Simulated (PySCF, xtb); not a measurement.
C4H10Cd, SMILES C[CH2][Cd][CH2]C.

GFN2-xTB run with xtb at its own geometry gives an orbital gap of 3.52 eV and a dipole moment of 0.01 D.

Geometry: B3LYP-D3(BJ)/def2-SVP. The isomer is the one that the SMILES or the coordinates give; other isomers of the formula were not compared. The def2 effective core potentials stand for the cores of Cd; spin–orbit coupling is left out. Other conformers were not sampled.

### Question
What does M06-2X/def2-TZVP run with PySCF give? (An estimate is asked for; the answer gives what the named calculation found.)

### Answer
gap 7.31 eV (levels -7.19 and 0.11 eV), dipole 0.00 D.
